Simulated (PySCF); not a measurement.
Molecule: sum formula SiNH5, net charge 0, singlet state. SMILES: N[SiH3]
Geometry: optimised at B3LYP-D3(BJ)/def2-TZVP (Ansatz).

Dispersion corrections to the total energy (kcal/mol) from the dftd3 and dftd4 libraries through PySCF: D3(BJ) without and D4 with the three-body term, each with the damping fitted for the functional named.

```csv
functional,D3(BJ),D4
TPSS,…,-2.63
B2PLYP,-1.77,-1.33
B2GP-PLYP,-1.44,-0.78
TPSSh,…,-2.36
BHLYP,…,-2.25
BP86,-3.41,-2.50
BLYP,-4.72,-4.43
```

Problem. Fill in the missing entries.

Solution. 
- TPSS, D3(BJ): -2.73
- TPSSh, D3(BJ): -2.48
- BHLYP, D3(BJ): -3.03
